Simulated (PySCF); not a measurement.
Input of a run (PBE0-D3(BJ)/def2-SVP geometry optimisation, gas phase (PySCF 2.14.0)), started from GFN2-xTB:
```
{"job": {"xc": "PBE0", "basis": "def2-SVP", "d3": "d3bj", "grid": 1, "kind": "geom"}, "charge": -1, "multiplicity": 1}
C     -3.984830     0.833493     0.028122
C     -3.052290     0.149629     0.669669
C     -1.600235     0.470162     0.668400
C     -0.769525    -0.667871     0.066217
C      0.736466    -0.410177     0.334516
O      1.065222    -0.231017     1.522757
C      1.548576    -0.410959    -0.798631
C      2.943893    -0.219844    -0.854016
C      3.676928     0.000561     0.462943
O      3.593008    -0.224672    -1.916244
H     -3.744070     1.716180    -0.542793
H     -5.025395     0.547689     0.042114
H     -3.328987    -0.737847     1.228384
H     -1.242005     0.607980     1.694041
H     -1.412227     1.391215     0.112090
H     -0.974679    -0.766632    -1.000586
H     -1.040308    -1.607172     0.559614
H      1.069008    -0.572992    -1.757531
H      3.559166    -0.875938     1.096829
H      4.734885     0.182936     0.272259
H      3.238478     0.842217     0.993458
```

Output (energies in Eh, forces in Eh/bohr):
```
step   0  E = -461.08299698  max force = 0.019074
step   1  E = -461.08596852  max force = 0.002652
step   2  E = -461.08596192  max force = 0.002453
step   3  E = -461.08607486  max force = 0.001791
step   4  E = -461.08611766  max force = 0.001688
step   5  E = -461.08616027  max force = 0.001188
step   6  E = -461.08618334  max force = 0.001005
step   7  E = -461.08622078  max force = 0.000902
step   8  E = -461.08622739  max force = 0.001041
step   9  E = -461.08623153  max force = 0.000568
step  10  E = -461.08623471  max force = 0.000335
optimisation converged
```

**Question.** Summarise the run.

**Answer.** The energy falls by 0.088 eV over 11 energy and gradient evaluations, the largest force component goes from 0.0191 to 3.4e-04 Eh/bohr, and the atoms move by 0.212 Å rms after alignment. The bond that changes most is C7–C8 (ends: carbon bonded to 2 C and H; ketone carbonyl carbon), which lengthens by 0.021 Å. Bonds longer at the end by more than 0.005 Å: 14 of 20; shorter: 3. Among the angles that change most is H19–C9–H21, from 107.2° to 104.6°. Among the dihedrals that turn most is C3–C4–C5–C7, from -125° to -141°. The energy rose by more than 1e-6 Eh at step 2. The first step brought 92 % of the lowering.

**Question.** What are the final bond lengths?

**Answer.** C1=C2 1.337 Å, C2–C3 1.488 Å, C3–C4 1.525 Å, C4–C5 1.544 Å, C5–O6 1.248 Å, C5=C7 1.408 Å, C7–C8 1.431 Å, C8–C9 1.524 Å, C8=O10 1.238 Å, C1–H11 1.096 Å, C1–H12 1.094 Å, C2–H13 1.100 Å, C3–H14 1.106 Å, C3–H15 1.104 Å, C4–H16 1.101 Å, C4–H17 1.107 Å, C7–H18 1.094 Å, C9–H19 1.101 Å, C9–H20 1.100 Å, C9–H21 1.100 Å. Numbering counts from 1 in the input's order; the species is `C=CCC/C([O-])=C/C(C)=O`.

The run used 195 basis functions and 81 SCF cycles in all.

Stationary, but not proved a minimum.

One conformer stands for the species.
